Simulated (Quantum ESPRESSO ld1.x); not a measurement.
Results of a calculation; reference values are marked as such.
Q: Species: Si2+. Configuration: [Ne] 3s2. Level of theory: scalar-relativistic Kohn-Sham, relativistic LDA (MacDonald-Vosko exchange, VWN5 correlation), spin-unpolarised, spherical densities, point nucleus (ld1.x of Quantum ESPRESSO 7.5). Some entries of the table are withheld. Estimate them.

| orbital | occ. | eigenvalue (hartree) | <r^2> (bohr^2) |
|---|---|---|---|
| 1s | 2 | (1) | 0.01681 |
| 2s | 2 | -5.8777 | (2) |
| 2p | 6 | -4.2987 | 0.3642 |
| 3s | 2 | -1.0529 | 4.345 |
| 3p | 0 | -0.7590 | 5.707 |
| 3d | 0 | -0.3958 | (3) |
| 4s | 0 | -0.3529 | (4) |
| 4f | 0 | (5) | 59.35 |

A: 
(1) 1s eigenvalue (hartree): -66.0692
(2) 2s <r^2> (bohr^2): 0.3885
(3) 3d <r^2> (bohr^2): 10.33
(4) 4s <r^2> (bohr^2): 23.68
(5) 4f eigenvalue (hartree): -0.1420
